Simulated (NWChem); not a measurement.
System: SnNH4Br; SMILES [SnH2]([Br])[NH2]

Input file for NWChem:

```
start job
memory heap 200 mb stack 900 mb global 1100 mb
geometry units angstroms noautosym
  Sn     0.292611     0.805995    -0.032778
  N     -1.602602     1.542725    -0.064801
  Br    -0.038265    -1.669020    -0.009761
  H      1.046727     1.259792    -1.495531
  H      1.229848     1.135211     1.368275
  H     -2.152128     1.278994     0.798589
  H     -1.630521     2.600903    -0.181629
end
basis spherical
  * library def2-svp
end
ecp
  Sn library def2-ecp
end
dft
  xc pbe0
  grid fine
  iterations 150
end
driver
  maxiter 120
  tight
end
task dft optimize
dft
  grid fine
  convergence energy 1d-8 density 1d-7
end
task dft freq numerical
```

This build's default masses of Se (78.918 u) and Br (79.917 u) are each other's, which moves their modes by up to 0.6 %. def2 effective core potentials on Sn; no spin-orbit coupling.

The level has its own optimisation; frequencies are unscaled.

**Question.** What results follow from this input? (PBE0/def2-SVP with def2 effective core potentials on Sn.) Quantities: r N–Sn (Å); r Br–Sn (Å); r H–Sn (Å); r H–N (Å); highest harmonic frequency (cm⁻¹); lowest (cm⁻¹); zero-point energy (kcal/mol).

**Answer.** The r N–Sn (Å) comes out as 2.027 and the r Br–Sn (Å) is 2.520. The r H–Sn (Å) is 1.706. The r H–N (Å) comes out as 1.019 and the highest harmonic frequency (cm⁻¹) is 3657. The lowest (cm⁻¹) comes out as 131. The zero-point energy (kcal/mol) is 25.1.
